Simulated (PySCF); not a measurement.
A PySCF script (with the pyscf-properties extension) for the NMR shieldings of 1,3-pentanediamine (SMILES CC[C@H](N)CCN), on a GFN2-xTB geometry:

```python
import basis_set_exchange as bse
import numpy as np
from pyscf import gto, dft
from pyscf.prop import nmr

atoms = """
C    -2.278007    0.944207   -0.070855
C    -1.751071   -0.400468   -0.561762
C    -0.375485   -0.800223    0.017762
N    -0.374727   -1.021887    1.454646
C     0.712189    0.220435   -0.324905
C     2.115949   -0.325028   -0.026431
N     3.194498    0.619372   -0.257119
H    -1.636084    1.758563   -0.397297
H    -3.274961    1.119039   -0.469692
H    -2.344017    0.967957    1.015602
H    -1.675203   -0.381071   -1.650868
H    -2.470253   -1.181549   -0.297130
H    -0.098144   -1.759506   -0.439917
H    -1.063724   -1.721846    1.706354
H    -0.607713   -0.163793    1.943174
H     0.640778    0.483630   -1.383562
H     0.556651    1.127723    0.264877
H     2.157602   -0.639136    1.018263
H     2.305826   -1.201195   -0.652394
H     3.181941    0.935077   -1.222000
H     3.075034    1.436642    0.332781
"""
names = dict.fromkeys(["C", "N", "H"], "pcSseg-1")
basis = {el: gto.basis.parse(bse.get_basis(n, elements=[el], fmt="nwchem")) for el, n in names.items()}
mol = gto.M(atom=atoms, basis=basis, charge=0, verbose=0)
mf = dft.RKS(mol, xc="PBE0")
mf.grids.level = 2
mf.grids.alignment = dft.numint.BLKSIZE   # the property module wants whole blocks of grid points
mf.conv_tol = 1e-9
mf.kernel()

calc = nmr.RKS(mf)   # GIAO
C = mf.mo_coeff
Co = C[:, mf.mo_occ > 0]
resp = mf.gen_response(singlet=True, hermi=2)
def vind(x):   # induced exchange potential for any number of trial vectors
    d = np.einsum("pi,xij,qj->xpq", C, 2 * x.reshape(-1, C.shape[1], Co.shape[1]), Co, optimize=True)
    return np.einsum("xpq,pi,qj->xij", resp(d - d.transpose(0, 2, 1)), C, Co, optimize=True).ravel()
mo1, _ = nmr.rhf.solve_mo1(calc, with_cphf=vind)
sigma = calc.kernel(mo1)
for i, s in enumerate(sigma):   # ppm
    w = np.linalg.eigvalsh((s + s.T) / 2)
    print("%2d %-2s iso %8.1f  s11 %8.1f  s22 %8.1f  s33 %8.1f" % (i, mol.atom_pure_symbol(i), w.mean(), *w))
```

Problem. What does it print?

Solution. 
```
 0 C  iso    180.3  s11    173.4  s22    180.2  s33    187.2
 1 C  iso    149.3  s11    129.5  s22    147.9  s33    170.5
 2 C  iso    134.1  s11    118.9  s22    138.2  s33    145.3
 3 N  iso    224.3  s11    177.2  s22    227.4  s33    268.2
 4 C  iso    138.8  s11    117.7  s22    135.0  s33    163.5
 5 C  iso    138.8  s11    110.2  s22    143.3  s33    162.9
 6 N  iso    224.6  s11    196.5  s22    230.2  s33    247.2
 7 H  iso     31.0  s11     25.7  s22     30.7  s33     36.6
 8 H  iso     30.8  s11     26.1  s22     27.8  s33     38.6
 9 H  iso     30.8  s11     26.0  s22     30.4  s33     36.0
10 H  iso     30.3  s11     26.2  s22     28.7  s33     35.9
11 H  iso     30.4  s11     25.7  s22     29.3  s33     36.4
12 H  iso     29.0  s11     25.8  s22     27.9  s33     33.2
13 H  iso     31.6  s11     24.8  s22     27.6  s33     42.6
14 H  iso     31.1  s11     25.9  s22     29.2  s33     38.3
15 H  iso     30.6  s11     26.4  s22     31.3  s33     34.1
16 H  iso     30.8  s11     27.1  s22     32.1  s33     33.1
17 H  iso     28.1  s11     21.9  s22     30.6  s33     31.9
18 H  iso     29.0  s11     23.4  s22     30.3  s33     33.4
19 H  iso     31.2  s11     24.9  s22     29.0  s33     39.7
20 H  iso     31.4  s11     24.9  s22     29.4  s33     39.8
```

These numbers come from an equivalent density-fitted implementation of the same equations, which agrees with the script to about 0.01 ppm for H and up to a few tenths of a ppm for heavy atoms, so last digits may differ.

Problem. Turn these shieldings into chemical shifts. Referencing at the same level of theory: 13C (σ = 186.93 ppm) and 1H (σ = 31.72 ppm) vs TMS; 15N (σ = 267.73 ppm) vs NH3.

Solution. Averaging equivalent atoms: C 2: 52.8; C 4: 48.1; C 5: 48.1; C 1: 37.6; C 0: 6.6; N 3: 43.5; N 6: 43.1; H 17: 3.58; H 12: 2.76; H 18: 2.68; H 10: 1.46; H 11: 1.27; H 15: 1.12; H 16: 0.95; H 7/8/9: 0.86; H 19/20: 0.42; H 13/14: 0.35 ppm. Experimental scales use liquid or dissolved standards, which lie at an offset from isolated NH3 (liquid NH3: subtract about 20 ppm).

Size and cost of the density-fitted run: 189 basis functions, 45 s wall time on 1 thread of an Intel Xeon Platinum 8259CL, shared host; peak memory 0.86 GiB.
